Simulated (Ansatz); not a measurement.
Computed with Ansatz on PBE0-D4/def2-TZVP structures; ΔE is electronic, products minus reactants. CBS: MP2 limit from def2 TZ/QZ plus the TZ coupled-cluster correction, frozen cores. This one scheme is used for every species. Functionals use def2-TZVPP. def2 core potentials past Kr. For Ta outer-core shells are correlated without core-valence functions, which leaves a few kJ/mol of doubt a bond.

Consider the formal exchange of groups at a Ta–F bond: `[F][Ta](=[S])([Cl])[Cl]` + CH₄ → `[CH3][Ta](=[S])([Cl])[Cl]` + H–F.

(1) Is it downhill or uphill in electronic energy at CCSD(T)/CBS, and by how much? (Estimate.)

(2) What do these levels give: revPBE-D4, r2SCAN-D4, BHLYP-D4, CAM-B3LYP-D4, PBE-QIDH, BHLYP, HF/def2-SVP, CCSD/def2-SVP, CCSD(T)/def2-SVP, MP2/def2-TZVPP, CCSD/def2-TZVPP, CCSD/CBS(def2)? (Estimate.)

Largest T1 diagnostic among the species: 0.020.

Results:

(1) Computed: Uphill: ΔE = +166.0 kJ/mol.

(2) Ansatz gave: revPBE-D4 180.9, r2SCAN-D4 187.9, BHLYP-D4 182.4, CAM-B3LYP-D4 189.9, PBE-QIDH 171.2, BHLYP 188.5, HF/def2-SVP 192.3, CCSD/def2-SVP 186.5, CCSD(T)/def2-SVP 188.0, MP2/def2-TZVPP 164.3, CCSD/def2-TZVPP 169.6, CCSD/CBS(def2) 166.3 kJ/mol.

In def2-TZVPP, CCSD(T) changes the Hartree–Fock value by −20.6 kJ/mol (the triples alone add −0.3 kJ/mol) and MP2 by −25.5 kJ/mol. From BLYP to BHLYP (50 % exact exchange), in def2-TZVPP and without D4, ΔE moves by −9.6 kJ/mol. At CCSD(T), def2-SVP lies +22.0 kJ/mol from the extrapolated value and def2-TZVPP +3.3 kJ/mol.
